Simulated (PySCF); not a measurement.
C10H7N3, SMILES C1=CC2=CC=CC3=NC=NC(=C1)N23.

Geometry optimised at PBE0-D3(BJ)/def2-SVP.

Level of theory: PBE/def2-SVP in PySCF.

Symmetry labels are those of the subgroup C2v that the program uses (full group C2v).

List the valence orbital energies around the gap with their symmetry. (Estimate from the structure and the level; the computed values follow.)


| orbital | symmetry | energy (eV) |
|---|---|---|
| HOMO−7 | A2 | -9.18 |
| HOMO−6 | B2 | -8.92 |
| HOMO−5 | B1 | -8.04 |
| HOMO−4 | A2 | -7.38 |
| HOMO−3 | B1 | -7.00 |
| HOMO−2 | A1 | -6.89 |
| HOMO−1 | B2 | -5.70 |
| HOMO | A2 | -4.42 |
| LUMO | B1 | -2.83 |
| LUMO+1 | A2 | -1.73 |
| LUMO+2 | B1 | -1.57 |
| LUMO+3 | A1 | 0.79 |
